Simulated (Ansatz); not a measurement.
`C[Se][Ti]([Cl])([Cl])[Cl]` + H–F → `[F][Ti]([Cl])([Cl])[Cl]` + `C[SeH]` at 700 K and 1 bar (ligand exchange at a Ti–Se bond).

Program: Ansatz. Geometries: PBE0-D4/def2-TZVP. ΔE: electronic, gas phase. CBS: MP2 limit from def2 TZ/QZ plus the TZ coupled-cluster correction, frozen cores. This one scheme is used for every species. For Se, Ti outer-core shells are correlated without core-valence functions, which leaves a few kJ/mol of doubt a bond. Scalar relativity is left out up to krypton. Each species was taken in one conformer, which may not be the lowest.

| species | CCSD(T)/CBS energy (Eh) | H − E (kJ/mol) | S (J/(mol·K)) |
| --- | --- | --- | --- |
| `C[Se][Ti]([Cl])([Cl])[Cl]` | -4669.05809 | 201.2 | 572.1 |
| H–F | -100.39570 | 45.2 | 198.5 |
| `[F][Ti]([Cl])([Cl])[Cl]` | -2328.31134 | 78.5 | 437.7 |
| `C[SeH]` | -2441.15625 | 157.6 | 325.3 |

H − E and S are ideal-gas, rigid-rotor, harmonic terms from PBE0-D4/def2-TZVP, for one conformer and one mirror image of each species. 1 Eh = 2625.50 kJ/mol, R = 8.31446 J/(mol·K).

Problem. By hand: ΔE, ΔH, ΔS and ΔG.

Solution. ΔE = (-2328.31134) + (-2441.15625) − (-4669.05809) − (-100.39570) = -0.01380 Eh = -36.2 kJ/mol. Δ(H − E) = 78.5 + 157.6 − 201.2 − 45.2 = -10.3, so ΔH = -46.5 kJ/mol. ΔS = 437.7 + 325.3 − 572.1 − 198.5 = -7.6 J/(mol·K). ΔG = -46.5 − 700 × (-7.6)/1000 = -41.2 kJ/mol.

Problem. By hand: the equilibrium constant, and the temperature at which ΔG would vanish if ΔH and ΔS stayed fixed.

Solution. log₁₀ K = −ΔG/(RT ln 10) = 3.1. ΔG = 0 at ΔH/ΔS = 6118 K, far beyond where these terms or the molecules hold.

The number of gas molecules stays the same, so ΔS is small and ΔH decides. A doubt of 5 kJ/mol in ΔE shifts log₁₀ K by 0.4 here. Other conformers and mirror images would add mixing entropy, several J/(mol·K) or more a flexible species. Modes under 60 cm⁻¹, often nearly free rotors, make the harmonic entropy too high. These are equilibria of isolated gas molecules and say nothing of rates. Largest T1 diagnostic: 0.025 (customary marks: 0.02 for closed shells, 0.045 for open ones).
